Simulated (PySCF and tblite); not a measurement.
Results of a calculation; reference values are marked as such.
2 regioisomers of C6H7NO:

| isomer | SMILES |
| --- | --- |
| A | [CH3:1][C:2](=[O:3])[c:4]1[cH:5][cH:6][nH:7][cH:8]1 |
| B | [CH3:1][C:2](=[O:3])[c:4]1[cH:5][cH:6][cH:7][nH:8]1 |

Protocol: conformer search, at most 6 conformers an isomer, GFN2-xTB geometries, energies PBE0/pcSseg-1 (D3(BJ) added where defined), weights at 298.15 K with GFN2-xTB thermal terms. Programs: PySCF with density fitting and tblite.

Equilibrium rotational constants and dipole components of each isomer's leading conformer, in random order:

```csv
set,A (MHz),B (MHz),C (MHz),abs μa,abs μb,abs μc (D)
P,4879,1568,1196,4.16,1.30,0.00
Q,4843,1626,1226,1.95,1.01,0.00
```

**Question.** Match sets and isomers.

**Answer.** P is A (Cs), Q is B (Cs).

The whole study took 2.3 min on 1 thread of Arm Neoverse V2, on a host shared with other jobs (rough), peak memory 0.8 GiB, launched as `OMP_NUM_THREADS=1 python ens_run.py task.json out`.
